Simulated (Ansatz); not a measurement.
```yaml
atoms:
  - { symbol: Ge, position_ang: [0.0050, -0.0070, -0.0052] }
  - { symbol: H, position_ang: [0.8799, 0.8940, 0.8876] }
  - { symbol: H, position_ang: [0.8883, -0.8959, -0.8821] }
  - { symbol: H, position_ang: [-0.8958, 0.8858, -0.8928] }
  - { symbol: H, position_ang: [-0.8810, -0.8824, 0.8932] }
```

Basis set: STO-3G (spherical functions). Correlated methods keep 9 orbitals frozen. Charge 0, multiplicity 1.

Computed with Ansatz (development build ahead of 0.2.0); each method stands on the lowest determinant of its kind that the runs found. Restricted open shells among the atoms or ions are ROHF, correlated in semicanonical orbitals with singles.

Task: Give the atomization energy at this shape (free ground-state atoms in the same class of orbitals less the molecule, no zero-point energy) of singlet GeH₄ by RHF-MP2, RHF.

Result:

```tsv
method	atomization energy
RHF-MP2	16.51 eV
RHF	15.51 eV
```

This basis has no polarisation functions and is too small for such energies, which can lie far from measured ones in either direction.
